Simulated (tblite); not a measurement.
C8H6S2.
Z-matrix (Å and degrees, GFN2-xTB geometry), rows numbered from 1:
```
C 
C   1  1.3582
S   2  1.7190  1  112.24
C   3  1.7418  2   91.12  1    -0.00
C   4  1.4284  3  120.88  2   179.95
C   5  1.3701  4  128.46  3     0.09
C   6  1.4077  5  113.12  4  -179.95
C   7  1.3583  6  112.75  5    -0.03
S   8  1.7190  7  112.22  6     0.04
C   4  1.3701  3  110.77  2     0.00
H   1  1.0753  2  123.59  3  -179.97
H   2  1.0717  1  128.61  3  -179.98
H   6  1.0757  5  122.72  4     0.08
H   7  1.0753  6  123.67  5   179.99
H   8  1.0718  7  128.63  6  -179.99
H  10  1.0756  1  124.14  2   179.97
```

Computed with GFN2-xTB (tblite): harmonic, unscaled wavenumbers at the GFN2-xTB geometry, gas phase. Errors from tens to a few hundred cm⁻¹ against measured bands are possible. One conformer, not necessarily the lowest.

Harmonic wavenumbers (cm⁻¹): 46.8, 105.0, 122.0, 252.3, 287.2, 374.2, 407.6, 486.7, 530.9, 566.8, 579.9, 677.1, 727.9, 732.9, 733.0, 736.8, 807.0, 810.3, 832.8, 848.8, 849.2, 851.2, 873.6, 1068.8, 1077.1, 1077.5, 1089.2, 1178.7, 1188.7, 1222.3, 1324.3, 1358.3, 1443.4, 1458.1, 1525.8, 1568.0, 3124.8, 3125.2, 3133.9, 3134.5, 3164.1, 3165.1.

A = 2692, B = 668.6, C = 535.5 MHz; mass 165.991 u (most abundant isotopes); point group C2h, symmetry number 2.

Task: Zero-point energy?

Result: Half the sum of the wavenumbers: 24334 cm⁻¹ = 69.57 kcal/mol.

Task: Give the ideal-gas entropy at 500 K and 1 bar in the rigid-rotor, harmonic-oscillator model (classical rotation).

Result: Translation 43.82, rotation 30.35, vibration 40.74: S = 114.9 cal/(mol K).

Task: And Cp and H(500 K) − H(0)?

Result: Cp = 53.16 cal/(mol K), of which vibrations give 45.21 (their classical limit is 42 R = 83.5); H(500 K) − H(0) = 15.08 kcal/mol without the zero-point energy, 11.11 from vibrations.

Task: Blend soft modes into free rotors: weight 1/[1 + (100 cm⁻¹/ν̃)⁴] for the oscillator and the rest for a rotor with moment μB/(μ + B), μ = h/(8π²ν), B = 10⁻⁴⁴ kg m². What vibrational entropy results?

Result: 38.22 cal/(mol K) in place of 40.74, which changes −T·S at 500 K by +1.26 kcal/mol.

Task: What must be added to the electronic energy to get the Gibbs energy at 500 K and 1 bar?

Result: ZPE + [H(500 K) − H(0)] − T·S = 69.57 + 15.08 − 57.46 = 27.19 kcal/mol.

Task: How do the functions run with temperature in this model?

Result: 
| T (K) | S (cal/(mol K)) | Cp (cal/(mol K)) | H − H(0) (kcal/mol) | G − H(0) (kcal/mol) | ln q(vib) |
| --- | --- | --- | --- | --- | --- |
| 50 | 58.1 | 11.5 | 0.47 | -2.43 | 0.38 |
| 100 | 67.2 | 15.1 | 1.14 | -5.58 | 1.21 |
| 298.15 | 92.1 | 35.3 | 6.01 | -21.44 | 4.93 |
| 373.15 | 100.8 | 43.0 | 8.95 | -28.68 | 6.52 |
| 750 | 139.1 | 65.7 | 30.10 | -74.22 | 14.85 |
| 1000 | 159.1 | 73.0 | 47.51 | -111.57 | 20.05 |

q(vib) and H(0) count from the zero-point level.

Hindered rotation and anharmonicity are outside this model. Other conformers, if any are populated, would add a mixing term that is left out.

Run on Arm Neoverse V1, one thread, no GPU (shared host). This covers the Hessian and the dipole derivatives.
